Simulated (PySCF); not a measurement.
**Interval between two levels of Cl²⁺ by level of theory**

Cl²⁺ [Ne] 3s2 3p3 [4S3/2, M_J = 3/2] → Cl²⁺ [Ne] 3s1 3p3 4s1 [6S5/2, M_J = 5/2], as a difference of total energies. All numbers are calculated (PySCF 2.14, the two-component X2C-1e Hamiltonian, in x2c-TZVPall-2c with one added diffuse shell each of s, p type (6s7p2d1f, 44 functions)). Correlated levels: [Ne] frozen. "Screened" scales the spin-orbit matrix elements by Boettger's factors to mimic the two-electron term; Breit and QED terms are absent.

```tsv
method	interval between two levels (cm⁻¹)
GHF (screened spin-orbit)	227050
GMP2 (screened spin-orbit)	239710
```

The labels give the starting determinants; with spin-orbit coupling the two ends relaxed to ⟨J²⟩ = 3.75, ⟨L²⟩ = 0.00, ⟨S²⟩ = 3.75 and ⟨J²⟩ = 8.75, ⟨L²⟩ = 0.00, ⟨S²⟩ = 8.75.

The promoted electron is Rydberg-like, and one or two diffuse shells describe it only roughly, which tends to raise the upper state.
